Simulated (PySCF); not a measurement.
C4H10O, triplet, geometry from GFN2-xTB of the parent state (a higher spin typed on purpose: for a closed-shell molecule this is an excited state); MP2/3-21G (PySCF).

Here is a job for PySCF.
```python
from pyscf import gto, scf, mp

mol = gto.M(
    atom='''
C    -0.09595435   -1.37900221   -0.63235794
C    -0.00858858    0.00214056    0.02848589
C    -0.50866758    1.07957765   -0.94154145
C     1.42871705    0.29720240    0.45618667
O    -0.78289461    0.02189772    1.21917324
H     0.54676794   -1.42221073   -1.50718596
H     0.21686821   -2.14623198    0.07195239
H    -1.11835375   -1.59064795   -0.94283205
H    -0.48794541    2.05242328   -0.45605771
H     0.12084258    1.11507526   -1.82626732
H    -1.53138047    0.86979942   -1.25225042
H     2.08967227    0.29979049   -0.40550846
H     1.76209921   -0.45800822    1.16245756
H     1.47267483    1.26612584    0.94563571
H    -1.70112776   -0.16080754    0.99203142
''',
    basis='3-21g',
    spin=2,
    verbose=4,
)

mf = scf.UHF(mol)
mf.kernel()

pt = mp.MP2(mf)
pt.kernel()
print('E(MP2) = %.10f' % pt.e_tot)
mf.analyze()
```

**Question.** What does PySCF print? Leave out banner, timings and long lists.

**Answer.** 
```
PySCF version 2.14.0

[INPUT] verbose = 4
[INPUT] num. atoms = 15
[INPUT] num. electrons = 42
[INPUT] charge = 0
[INPUT] spin (= nelec alpha-beta = 2S) = 2
[INPUT] symmetry False subgroup None
[INPUT] Mole.unit = angstrom
[INPUT] Symbol           X                Y                Z      unit          X                Y                Z       unit  Magmom
[INPUT]  1 C     -0.095954350000  -1.379002210000  -0.632357940000 AA   -0.181327441961  -2.605936502070  -1.194983319294 Bohr   0.0
[INPUT]  2 C     -0.008588580000   0.002140560000   0.028485890000 AA   -0.016230063999   0.004045072153   0.053830530514 Bohr   0.0
[INPUT]  3 C     -0.508667580000   1.079577650000  -0.941541450000 AA   -0.961242414645   2.040106088702  -1.779255475426 Bohr   0.0
[INPUT]  4 C      1.428717050000   0.297202400000   0.456186670000 AA    2.699883933997   0.561631139563   0.862067867977 Bohr   0.0
[INPUT]  5 O     -0.782894610000   0.021897720000   1.219173240000 AA   -1.479456397298   0.041380693552   2.303903521999 Bohr   0.0
[INPUT]  6 H      0.546767940000  -1.422210730000  -1.507185960000 AA    1.033241660293  -2.687588771118  -2.848168683190 Bohr   0.0
[INPUT]  7 H      0.216868210000  -2.146231980000   0.071952390000 AA    0.409821522025  -4.055790641983   0.135970311108 Bohr   0.0
[INPUT]  8 H     -1.118353750000  -1.590647950000  -0.942832050000 AA   -2.113382297880  -3.005888986101  -1.781694355962 Bohr   0.0
[INPUT]  9 H     -0.487945410000   2.052423280000  -0.456057710000 AA   -0.922083188639   3.878517890882  -0.861824168896 Bohr   0.0
[INPUT] 10 H      0.120842580000   1.115075260000  -1.826267320000 AA    0.228359380386   2.107186849678  -3.451145065043 Bohr   0.0
[INPUT] 11 H     -1.531380470000   0.869799420000  -1.252250420000 AA   -2.893889680808   1.643682687106  -2.366410333172 Bohr   0.0
[INPUT] 12 H      2.089672270000   0.299790490000  -0.405508460000 AA    3.948908280398   0.566521920849  -0.766299930594 Bohr   0.0
[INPUT] 13 H      1.762099210000  -0.458008220000   1.162457560000 AA    3.329884911212  -0.865510098600   2.196726419830 Bohr   0.0
[INPUT] 14 H      1.472674830000   1.266125840000   0.945635710000 AA    2.782952099240   2.392631076835   1.786992505509 Bohr   0.0
[INPUT] 15 H     -1.701127760000  -0.160807540000   0.992031420000 AA   -3.214665569295  -0.303882209365   1.874667690763 Bohr   0.0

nuclear repulsion = 199.913293823419
number of shells = 45
number of NR pGTOs = 105
number of NR cGTOs = 65
basis = 3-21g
ecp = {}

******** <class 'pyscf.scf.uhf.UHF'> ********
method = UHF
initial guess = minao
damping factor = 0
level_shift factor = 0
DIIS = <class 'pyscf.scf.diis.CDIIS'>
diis_start_cycle = 1
diis_space = 8
diis_damp = 0
SCF conv_tol = 1e-09
SCF conv_tol_grad = None
SCF max_cycles = 50
direct_scf = True
direct_scf_tol = 1e-13
number electrons alpha = 22  beta = 20
Set gradient conv threshold to 3.16228e-05
init E= -231.538411883402

cycle= 1 E= -230.371255094943  delta_E= 1.17  |g|= 0.435  |ddm|=    5

cycle= 2 E= -230.451725650433  delta_E= -0.0805  |g|= 0.381  |ddm|=  1.3

cycle= 3 E= -230.511373994941  delta_E= -0.0596  |g|= 0.0823  |ddm|= 0.793

cycle= 4 E= -230.534945226907  delta_E= -0.0236  |g|= 0.0872  |ddm|= 0.705

cycle= 5 E= -230.550484802267  delta_E= -0.0155  |g|= 0.0826  |ddm|= 0.547
cycle= 6 E= -230.576235777178  delta_E= -0.0258  |g|= 0.0661  |ddm|= 0.946
cycle= 7 E= -230.597232762052  delta_E= -0.021  |g|= 0.0146  |ddm|= 1.59
cycle= 8 E= -230.597315497991  delta_E= -8.27e-05  |g|= 0.00841  |ddm|= 0.141
cycle= 9 E= -230.597505195083  delta_E= -0.00019  |g|= 0.00478  |ddm|= 0.109
cycle= 10 E= -230.597534190557  delta_E= -2.9e-05  |g|= 0.00202  |ddm|= 0.074
cycle= 11 E= -230.597540979675  delta_E= -6.79e-06  |g|= 0.000732  |ddm|= 0.0265
cycle= 12 E= -230.597542111355  delta_E= -1.13e-06  |g|= 0.000306  |ddm|= 0.00639
cycle= 13 E= -230.597542329956  delta_E= -2.19e-07  |g|= 0.00016  |ddm|= 0.00343
cycle= 14 E= -230.597542387227  delta_E= -5.73e-08  |g|= 4.29e-05  |ddm|= 0.0028
cycle= 15 E= -230.597542392009  delta_E= -4.78e-09  |g|= 1.79e-05  |ddm|= 0.000441
cycle= 16 E= -230.59754239275  delta_E= -7.42e-10  |g|= 8.96e-06  |ddm|= 0.000104
Extra cycle  E= -230.597542392853  delta_E= -1.03e-10  |g|= 5.94e-06  |ddm|= 2.37e-05
converged SCF energy = -230.597542392853  <S^2> = 2.0073191  2S+1 = 3.0048755

******** <class 'pyscf.mp.ump2.UMP2'> ********
nocc = (np.int64(22), np.int64(20)), nmo = (65, 65)
E(UMP2) = -231.065692099089  E_corr = -0.468149706235539
E(SCS-UMP2) = -231.068957109573  E_corr = -0.471414716719926
E_corr(same-spin) = -0.104267227803139
E_corr(oppo-spin) = -0.3638824784324
E(MP2) = -231.0656920991
**** SCF Summaries ****
Total Energy =                        -230.597542392853256
Nuclear Repulsion Energy =             199.913293823419451
One-electron Energy =                 -707.237049234755318
Two-electron Energy =                  276.726213018482611
Two-electron Coulomb Energy =          309.148900094579687
DFT Exchange-Correlation Energy =      -32.422687076097077
**** MO energy ****
                             alpha | beta                alpha | beta
MO #1   energy= -20.6035438580767  | -20.5480953128116  occ= 1 | 1
MO #2   energy= -11.2639545072901  | -11.2658730690746  occ= 1 | 1
MO #3   energy= -11.178986734691   | -11.1768042903155  occ= 1 | 1
MO #4   energy= -11.1785851364239  | -11.1764236863928  occ= 1 | 1
MO #5   energy= -11.1737064629185  | -11.1736185891671  occ= 1 | 1
MO #6   energy= -1.53486970741516  | -1.36053091381595  occ= 1 | 1
MO #7   energy= -1.1112832158533   | -1.08492775075983  occ= 1 | 1
MO #8   energy= -0.969663246950533 | -0.964538947421234 occ= 1 | 1
MO #9   energy= -0.969497800599809 | -0.958868692901458 occ= 1 | 1
MO #10  energy= -0.848421199861844 | -0.802363666149862 occ= 1 | 1
MO #11  energy= -0.75394930713368  | -0.702996274447026 occ= 1 | 1
MO #12  energy= -0.750575975797242 | -0.65604673825609  occ= 1 | 1
MO #13  energy= -0.6790342227957   | -0.629733499512164 occ= 1 | 1
MO #14  energy= -0.611092021059713 | -0.6003996315736   occ= 1 | 1
MO #15  energy= -0.610184271562397 | -0.563015215721347 occ= 1 | 1
MO #16  energy= -0.574366520190734 | -0.556965322476907 occ= 1 | 1
MO #17  energy= -0.55748457761986  | -0.540270372339272 occ= 1 | 1
MO #18  energy= -0.556616931912809 | -0.532723258620882 occ= 1 | 1
MO #19  energy= -0.534071851372967 | -0.495791755509016 occ= 1 | 1
MO #20  energy= -0.487100585313339 | -0.477908039571696 occ= 1 | 1
MO #21  energy= -0.485875776535088 | 0.0701657380093383 occ= 1 | 0
MO #22  energy= -0.0838915425507607 | 0.237504086658159  occ= 1 | 0
MO #23  energy= 0.248008452291236  | 0.272275447830811  occ= 0 | 0
MO #24  energy= 0.266990596704892  | 0.308691847930713  occ= 0 | 0
MO #25  energy= 0.307177433578932  | 0.309190689755367  occ= 0 | 0
MO #26  energy= 0.31222540583316   | 0.3336507948529    occ= 0 | 0
MO #27  energy= 0.32840763863204   | 0.341180620816754  occ= 0 | 0
MO #28  energy= 0.33308708438667   | 0.361143584262584  occ= 0 | 0
MO #29  energy= 0.360121888901669  | 0.367407108286772  occ= 0 | 0
MO #30  energy= 0.361256503528169  | 0.388359356662974  occ= 0 | 0

To work with the spin densities directly, `use mulliken_meta_spin()` only printing them here.

 ** Mulliken spin pop alpha/beta on meta-lowdin orthogonal AOs **
 ** Mulliken Spin Density (per AO)  **
spin_pop of  0 C 1s        0.00000
spin_pop of  0 C 2s        0.01023
spin_pop of  0 C 3s        0.00016
spin_pop of  0 C 2px       0.00224
spin_pop of  0 C 2py       0.02664
spin_pop of  0 C 2pz       0.01110
spin_pop of  0 C 3px       0.00004
spin_pop of  0 C 3py       0.00086
spin_pop of  0 C 3pz       0.00174
spin_pop of  1 C 1s        0.00000
spin_pop of  1 C 2s       -0.01196
spin_pop of  1 C 3s        0.00011
spin_pop of  1 C 2px      -0.00435
spin_pop of  1 C 2py      -0.02308
spin_pop of  1 C 2pz      -0.00897
spin_pop of  1 C 3px       0.00028
spin_pop of  1 C 3py       0.00029
spin_pop of  1 C 3pz       0.00009
spin_pop of  2 C 1s        0.00000
spin_pop of  2 C 2s        0.01023
spin_pop of  2 C 3s        0.00016
spin_pop of  2 C 2px       0.00600
spin_pop of  2 C 2py       0.01540
spin_pop of  2 C 2pz       0.01858
spin_pop of  2 C 3px      -0.00001
spin_pop of  2 C 3py       0.00039
spin_pop of  2 C 3pz       0.00225
spin_pop of  3 C 1s        0.00000
spin_pop of  3 C 2s        0.00129
spin_pop of  3 C 3s        0.00000
spin_pop of  3 C 2px      -0.00256
spin_pop of  3 C 2py       0.00033
spin_pop of  3 C 2pz      -0.00072
spin_pop of  3 C 3px       0.00053
spin_pop of  3 C 3py      -0.00008
spin_pop of  3 C 3pz       0.00014
spin_pop of  4 O 1s       -0.00000
spin_pop of  4 O 2s        0.12063
spin_pop of  4 O 3s        0.00679
spin_pop of  4 O 2px       0.11296
spin_pop of  4 O 2py       0.91827
spin_pop of  4 O 2pz       0.06377
spin_pop of  4 O 3px       0.00652
spin_pop of  4 O 3py       0.00103
spin_pop of  4 O 3pz       0.00059
spin_pop of  5 H 1s        0.01702
spin_pop of  5 H 2s        0.00082
spin_pop of  6 H 1s       -0.00382
spin_pop of  6 H 2s        0.00046
spin_pop of  7 H 1s       -0.00435
spin_pop of  7 H 2s        0.00456
spin_pop of  8 H 1s       -0.00382
spin_pop of  8 H 2s        0.00046
spin_pop of  9 H 1s        0.01702
spin_pop of  9 H 2s        0.00082
spin_pop of  10 H 1s       -0.00435
spin_pop of  10 H 2s        0.00456
spin_pop of  11 H 1s        0.00974
spin_pop of  11 H 2s        0.00109
spin_pop of  12 H 1s       -0.00028
spin_pop of  12 H 2s        0.00020
spin_pop of  13 H 1s       -0.00028
spin_pop of  13 H 2s        0.00020
spin_pop of  14 H 1s        0.57840
spin_pop of  14 H 2s        0.09358
 ** Mulliken Spin Density (per atom)  **
spin density of  0 C =      0.05300
spin density of  1 C =     -0.04759
spin density of  2 C =      0.05300
spin density of  3 C =     -0.00106
spin density of  4 O =      1.23057
spin density of  5 H =      0.01784
spin density of  6 H =     -0.00335
spin density of  7 H =      0.00021
spin density of  8 H =     -0.00335
spin density of  9 H =      0.01784
spin density of  10 H =      0.00021
spin density of  11 H =      0.01084
spin density of  12 H =     -0.00008
spin density of  13 H =     -0.00008
spin density of  14 H =      0.67199
 ** Mulliken pop alpha/beta on meta-lowdin orthogonal AOs **
 ** Mulliken pop       alpha | beta **
In total            22.00000 | 20.00000
 ** Mulliken atomic charges   ( Nelec_alpha | Nelec_beta ) **
charge of  0C =     -0.27043  (     3.16171      3.10871 )
charge of  1C =      0.21586  (     2.86828      2.91586 )
charge of  2C =     -0.27043  (     3.16171      3.10871 )
charge of  3C =     -0.26579  (     3.13237      3.13342 )
charge of  4O =     -0.07416  (     4.65237      3.42180 )
charge of  5H =      0.09267  (     0.46259      0.44474 )
charge of  6H =      0.09737  (     0.44964      0.45299 )
charge of  7H =      0.10893  (     0.44564      0.44543 )
charge of  8H =      0.09737  (     0.44964      0.45299 )
charge of  9H =      0.09267  (     0.46259      0.44474 )
charge of  10H =      0.10893  (     0.44564      0.44543 )
charge of  11H =      0.08873  (     0.46105      0.45022 )
charge of  12H =      0.09648  (     0.45172      0.45180 )
charge of  13H =      0.09648  (     0.45172      0.45180 )
charge of  14H =     -0.21467  (     0.94333      0.27134 )
Dipole moment(X, Y, Z, Debye):  2.86595,  0.25726, -1.77994
```
